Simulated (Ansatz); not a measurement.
Nudged elastic band run: C₃H₈F₂Sn

Input:

```yaml
crystal:
  periodic: [false, false, false]
  atoms:
    - { symbol: C, position_ang: [-0.122526, -2.187477, 0.185265] }
    - { symbol: C, position_ang: [-0.477752, -0.717718, 0.068866] }
    - { symbol: F, position_ang: [-1.283516, -0.556052, -1.036188] }
    - { symbol: F, position_ang: [-1.25652, -0.376192, 1.151897] }
    - { symbol: C, position_ang: [0.68553, 0.247422, -0.024753] }
    - { symbol: Sn, position_ang: [0.073642, 2.347399, -0.196698] }
    - { symbol: H, position_ang: [-1.048132, -2.778134, 0.244428] }
    - { symbol: H, position_ang: [0.453115, -2.510992, -0.69328] }
    - { symbol: H, position_ang: [0.473809, -2.364415, 1.09131] }
    - { symbol: H, position_ang: [1.319245, 0.150197, 0.869409] }
    - { symbol: H, position_ang: [1.301455, 0.000219, -0.902362] }
    - { symbol: H, position_ang: [1.528026, 3.269482, -0.275722] }
    - { symbol: H, position_ang: [-0.831592, 2.607126, -1.631027] }
    - { symbol: H, position_ang: [-0.827683, 2.839834, 1.177656] }
basis:
  gaussian: { orbitals: def2-SVP }
hamiltonian:
  xc: b3lyp
neb:
  order_check: false
  images: 5
  f_tol: 0.03
  max_iterations: 58
  initial_path: linear
  final_atoms:
    - { symbol: C, position_ang: [-0.10217333, -2.18164803, 0.25865149] }
    - { symbol: C, position_ang: [-0.40049083, -0.69599884, 0.32201352] }
    - { symbol: F, position_ang: [-1.65955333, -0.48752397, -0.19565416] }
    - { symbol: F, position_ang: [-0.47606359, -0.32848999, 1.64700556] }
    - { symbol: C, position_ang: [0.57936322, 0.21626412, -0.38581281] }
    - { symbol: Sn, position_ang: [0.05840502, 2.34304695, -0.24691023] }
    - { symbol: H, position_ang: [-0.88392399, -2.72905, 0.80529481] }
    - { symbol: H, position_ang: [-0.08942976, -2.523743, -0.78578531] }
    - { symbol: H, position_ang: [0.87271565, -2.39439525, 0.71956167] }
    - { symbol: H, position_ang: [1.58367573, 0.08374842, 0.04336029] }
    - { symbol: H, position_ang: [0.6308825, -0.05160306, -1.45162623] }
    - { symbol: H, position_ang: [0.03270409, 2.8643414, 1.38755767] }
    - { symbol: H, position_ang: [1.29345728, 3.19978733, -1.09121719] }
    - { symbol: H, position_ang: [-1.45246767, 2.65596291, -0.99763808] }
```

Command:

```bash
$ ansatz run input.yaml --threads 2 --pin off --max-ram 3072MiB --backend cpu --events-out ev --progress --plain --runs-dir out
```

Output, in part (warnings, iteration lines, the closing report on the highest movable image, with atoms numbered from 0):

```
NEB end point (image 0): max|allowed force component| = 7.031e-3 eV/Å (the criterion of neb.relax_end_points is 1.000e-2)
NEB end point (image 6): max|allowed force component| = 7.559e-3 eV/Å (the criterion of neb.relax_end_points is 1.000e-2)
NEB iter   1: max|band force component| = 1.785e1 eV/Å  barrier→ = 7.7006 eV  barrier← = 7.7006 eV  Δτ_max = 0.1982 Å  (183 SCF iters)
NEB iter   2: max|band force component| = 9.121e0 eV/Å  barrier→ = 3.3165 eV  barrier← = 3.3164 eV  Δτ_max = 0.1980 Å  (147 SCF iters)
NEB iter   3: max|band force component| = 3.382e0 eV/Å  barrier→ = 0.8294 eV  barrier← = 0.8293 eV  Δτ_max = 0.1967 Å  (137 SCF iters)
NEB iter   4: max|band force component| = 1.245e0 eV/Å  barrier→ = 0.1611 eV  barrier← = 0.1610 eV  Δτ_max = 0.1211 Å  (140 SCF iters)
NEB iter   5: max|band force component| = 3.623e-1 eV/Å  barrier→ = 0.0202 eV  barrier← = 0.0202 eV  CI = image 3  Δτ_max = 0.0371 Å  (145 SCF iters)
NEB iter   6: max|band force component| = 7.988e-2 eV/Å  barrier→ = 0.0044 eV  barrier← = 0.0044 eV  CI = image 3  Δτ_max = 0.0238 Å  (133 SCF iters)
NEB iter   7: max|band force component| = 4.319e-2 eV/Å  barrier→ = 0.0041 eV  barrier← = 0.0040 eV  CI = image 3  Δτ_max = 0.0236 Å  (127 SCF iters)
NEB iter   8: max|band force component| = 1.677e-2 eV/Å  barrier→ = 0.0040 eV  barrier← = 0.0040 eV  CI = image 3  Δτ_max = 0.0000 Å  (264 SCF iters)
Total energy: -14501.75252878 eV, -532.9295757918 hartree
Atom 0 at    -0.082038    -2.170294     0.334013 Å, force     0.002284    -0.005236     0.000058 eV/Å
Atom 1 at    -0.427932    -0.695799     0.258761 Å, force    -0.005065     0.002212     0.001289 eV/Å
Atom 2 at    -1.556216    -0.558465    -0.520255 Å, force    -0.000391    -0.000529    -0.000742 eV/Å
Atom 3 at    -0.786838    -0.273661     1.520505 Å, force     0.000119    -0.000192     0.001141 eV/Å
Atom 4 at     0.649750     0.221685    -0.275534 Å, force     0.005784     0.003524    -0.002581 eV/Å
Atom 5 at     0.028073     2.329555    -0.331755 Å, force    -0.003743     0.001340     0.001000 eV/Å
Atom 6 at    -0.944230    -2.722253     0.735939 Å, force    -0.000315     0.000083     0.000146 eV/Å
Atom 7 at     0.156047    -2.557413    -0.666771 Å, force    -0.000812     0.000210    -0.000592 eV/Å
Atom 8 at     0.782410    -2.325848     0.994794 Å, force    -0.000262     0.000580     0.001146 eV/Å
Atom 9 at     1.547237     0.144490     0.355255 Å, force     0.000255    -0.000757     0.000888 eV/Å
Atom 10 at     0.923244    -0.084244    -1.295794 Å, force    -0.000761    -0.000348    -0.000746 eV/Å
Atom 11 at     1.115619     3.232250     0.650974 Å, force    -0.000036    -0.000474     0.000196 eV/Å
Atom 12 at     0.157259     2.878617    -1.958223 Å, force    -0.000024     0.000304    -0.000121 eV/Å
Atom 13 at    -1.575283     2.552077     0.226892 Å, force     0.002966    -0.000716    -0.001081 eV/Å
Dipole moment:     0.384921    -0.260332    -0.109091 e Å
```

The forces met the threshold. The top lies less than 8 meV above the higher end, about what the thresholds resolve: that end is a shoulder or a very shallow well. Another band between the same ends (5 images) ends at a top of the same energy, where a vibrational analysis finds 1 clearly imaginary mode.

Final band (atoms are numbered from 1 in the order of the input):

```
image  path coordinate (Å)  energy (eV)  dihedral C2–C5–Sn6–H14 (°)
    0                 0.00        0.000                          61
    1                 0.82       -0.003                          43
    2                 1.64        0.000                          21
    3                 2.46        0.004                          -1
    4                 3.29       -0.001                         -22
    5                 4.11       -0.003                         -44
    6                 4.93        0.000                         -62
```

Time of the run: 3.4 min on 2 threads of Arm Neoverse V2, with other jobs on the host, peak memory 0.43 GiB.
